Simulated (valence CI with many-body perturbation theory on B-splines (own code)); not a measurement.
E1 transitions of Au LXVI

Method: valence CI with perturbative core correlation (CI+MBPT): four valence electrons over a frozen Dirac-Fock core [Ne], radial functions for each j: 11 s, 11 p, 9 d, 7 f, 5 g, 2 h, 1 i, with the one-electron correlation potential Σ1, the two-electron term Σ2, the three-electron term Σ3, Breit, model QED; selected CI, second order for the rest (own B-spline code, finite nucleus).

The last digits are not significant, and no measured levels were compared; by estimate large intervals hold to a few tenths of a per cent, small ones and those within an open d or f shell to about a per cent.

Lines 101 to 150 of 268 in falling wavelength, among levels below 119.18 Ry, chosen from the strongest by gf and those to the six lowest levels. Wavelengths and rates use the calculated energies. Electric multipoles are in the length gauge, E1 and E2 with the static RPA response of the core. Weak lines are less certain than strong ones. Lines between different terms over intervals too small for the method are left out, as are lines whose strength nearly cancels. The highest levels of a list are the least certain.

Levels are named by their leading jj configuration (3d3/2^4 stands for four electrons in 3d with j = 3/2), which in mixed levels can hold well under half, so a name can repeat and another be missing. Letters in brackets count levels of one name in rising energy.

```
λ vac (Å)                           Upper                       Lower   A (s⁻¹)  log gf  Branch %
    33.44          (3s^2 3p1/2 3d5/2) J=2      (3s^2 3p1/2 3p3/2) J=1  4.01e+11   -0.47      87.3
    33.43  (3s 3p1/2 3p3/2 3d5/2) J=1 [c]  (3s 3p1/2 3p3/2^2) J=1 [a]  3.56e+11   -0.75      26.4
    33.29  (3s 3p1/2 3p3/2 3d5/2) J=2 [b]      (3s 3p1/2 3p3/2^2) J=3  1.14e+11   -1.02       5.3
    33.23  (3s 3p1/2 3p3/2 3d5/2) J=3 [a]  (3s 3p1/2 3p3/2^2) J=2 [a]  4.55e+11   -0.28      72.8
    33.23  (3s 3p1/2 3p3/2 3d5/2) J=2 [c]  (3s 3p1/2 3p3/2^2) J=1 [a]  4.19e+11   -0.46      22.3
    33.22  (3s 3p1/2 3p3/2 3d5/2) J=3 [d]  (3s 3p1/2 3p3/2^2) J=2 [b]  5.21e+11   -0.22      17.1
    33.15          (3s^2 3d3/2 3d5/2) J=1      (3s^2 3p3/2 3d3/2) J=0  2.27e+11   -0.95       3.2
    33.14  (3s 3p1/2 3p3/2 3d5/2) J=2 [c]  (3s 3p1/2 3p3/2^2) J=2 [b]  1.69e+11   -0.86       9.0
    33.13  (3s 3p1/2 3p3/2 3d5/2) J=1 [b]      (3s 3p1/2 3p3/2^2) J=0  2.55e+11   -0.90      18.0
    33.10      (3s 3p1/2 3p3/2 3d5/2) J=0  (3s 3p1/2 3p3/2^2) J=1 [a]  1.67e+11   -1.56       7.7
    33.05          (3s^2 3d3/2 3d5/2) J=1      (3s^2 3p3/2 3d3/2) J=1  2.13e+11   -0.98       3.0
    32.95          (3s^2 3d3/2 3d5/2) J=4      (3s^2 3p3/2 3d3/2) J=3  4.63e+11   -0.17       8.5
    32.59          (3s^2 3p3/2 3d5/2) J=3          (3s^2 3p3/2^2) J=2  8.22e+11   -0.04      99.6
    32.34  (3s 3p1/2 3p3/2 3d5/2) J=4 [c]      (3s 3p1/2 3p3/2^2) J=3  3.06e+11   -0.36      14.5
    32.24  (3s 3p1/2 3p3/2 3d5/2) J=3 [b]  (3s 3p1/2 3p3/2^2) J=2 [a]  1.29e+11   -0.85      14.4
    32.17          (3s 3p1/2^2 3d5/2) J=2      (3s 3p1/2^2 3p3/2) J=2  6.53e+10   -1.30      17.1
    32.16  (3s 3p1/2 3p3/2 3d5/2) J=1 [a]  (3s 3p1/2 3p3/2^2) J=2 [a]  6.56e+10   -1.52       8.7
    31.63          (3s^2 3p3/2 3d5/2) J=1          (3s^2 3p3/2^2) J=2  8.04e+10   -1.44      13.5
    30.94  (3s 3p1/2 3p3/2 3d5/2) J=3 [c]  (3s 3p1/2 3p3/2^2) J=2 [a]  1.52e+11   -0.82       4.8
    30.93  (3s 3p1/2 3p3/2 3d5/2) J=3 [d]      (3s 3p1/2 3p3/2^2) J=3  5.68e+10   -1.24       1.9
    30.20  (3s 3p1/2 3p3/2 3d5/2) J=2 [d]      (3s 3p1/2 3p3/2^2) J=3  4.02e+10   -1.56       0.8
    19.34  (3s 3p1/2 3p3/2 3d3/2) J=2 [a]      (3s^2 3p1/2 3d3/2) J=2  3.29e+10   -2.04       6.5
    19.16      (3s 3p1/2 3p3/2^2) J=2 [a]      (3s^2 3p1/2 3p3/2) J=2  2.40e+10   -2.18       2.6
    19.10  (3s 3p1/2 3p3/2 3d5/2) J=2 [a]      (3s^2 3p1/2 3d5/2) J=2  4.16e+11   -0.94      42.3
    19.05  (3s 3p1/2 3p3/2 3d3/2) J=1 [a]      (3s^2 3p1/2 3d3/2) J=2  3.47e+10   -2.25      29.7
    18.87  (3s 3p1/2 3p3/2 3d3/2) J=3 [a]      (3s^2 3p1/2 3d3/2) J=2  3.21e+10   -1.92      25.4
    18.87      (3s 3p1/2 3p3/2^2) J=2 [a]      (3s^2 3p1/2 3p3/2) J=1  8.86e+11   -0.63      97.1
    18.70  (3s 3p1/2 3p3/2 3d3/2) J=2 [a]      (3s 3p1/2^2 3p3/2) J=1  3.49e+11   -1.04      69.0
    18.67           (3p1/2^2 3p3/2^2) J=2      (3s^2 3p1/2 3d3/2) J=2  8.46e+10   -1.66       4.2
    18.57          (3s 3p1/2 3p3/2^2) J=3      (3s^2 3p1/2 3p3/2) J=2  6.21e+11   -0.65      97.2
    18.52  (3s 3p1/2 3p3/2 3d5/2) J=3 [b]      (3s^2 3p1/2 3d5/2) J=3  4.53e+11   -0.79      50.3
    18.50  (3s 3p1/2 3p3/2 3d3/2) J=0 [a]      (3s 3p1/2^2 3p3/2) J=1  9.86e+10   -2.30      94.8
    18.43  (3s 3p1/2 3p3/2 3d3/2) J=1 [a]      (3s 3p1/2^2 3p3/2) J=1  3.25e+07   -5.30       0.0
    18.42  (3s 3p1/2 3p3/2 3d5/2) J=4 [b]      (3s^2 3p1/2 3d5/2) J=3  2.18e+11   -1.00      43.5
    18.29  (3s 3p1/2 3p3/2 3d5/2) J=2 [b]      (3s^2 3p1/2 3d5/2) J=3  5.16e+11   -0.89      23.9
    18.27       (3p1/2^2 3p3/2 3d3/2) J=2      (3s 3p1/2^2 3d3/2) J=2  2.84e+11   -1.15      53.0
    18.08  (3s 3p1/2 3p3/2 3d5/2) J=3 [c]      (3s^2 3p1/2 3d5/2) J=3  1.20e+11   -1.38       3.8
    18.07           (3p1/2^2 3p3/2^2) J=2      (3s 3p1/2^2 3p3/2) J=1  1.11e+12   -0.57      54.9
    18.05       (3p1/2^2 3p3/2 3d3/2) J=2      (3s 3p1/2^2 3d3/2) J=1  1.31e+11   -1.50      24.4
    18.04  (3s 3p1/2 3p3/2 3d5/2) J=3 [c]      (3s^2 3p1/2 3d5/2) J=2  2.70e+12   -0.03      85.1
    18.01  (3s 3p1/2 3p3/2 3d3/2) J=1 [d]      (3s^2 3p1/2 3d3/2) J=1  1.12e+12   -0.79      12.9
    18.00  (3s 3p1/2 3p3/2 3d5/2) J=4 [c]      (3s^2 3p1/2 3d5/2) J=3  1.76e+12   -0.11      83.4
    17.99  (3s 3p1/2 3p3/2 3d3/2) J=2 [d]      (3s^2 3p1/2 3d3/2) J=1  2.95e+12   -0.14      37.1
    17.98          (3s 3p1/2 3p3/2^2) J=0      (3s^2 3p1/2 3p3/2) J=1  1.15e+12   -1.26     100.0
    17.95  (3s 3p1/2 3p3/2 3d3/2) J=2 [b]      (3s^2 3p1/2 3d3/2) J=2  1.52e+12   -0.43      67.0
    17.91  (3s 3p1/2 3p3/2 3d3/2) J=2 [a]      (3s 3p1/2^2 3p3/2) J=2  8.55e+10   -1.69      16.9
    17.89  (3s 3p1/2 3p3/2 3d3/2) J=0 [b]      (3s^2 3p1/2 3d3/2) J=1  2.06e+12   -1.00      30.9
    17.89  (3s 3p1/2 3p3/2 3d5/2) J=1 [b]      (3s^2 3p1/2 3d5/2) J=2  9.05e+11   -0.89      63.6
    17.83      (3s 3p1/2 3p3/2^2) J=2 [b]      (3s^2 3p1/2 3p3/2) J=2  2.26e+12   -0.27      96.3
    17.81      (3s 3p1/2 3p3/2^2) J=1 [a]      (3s^2 3p1/2 3p3/2) J=2  2.24e+10   -2.50       1.2
```
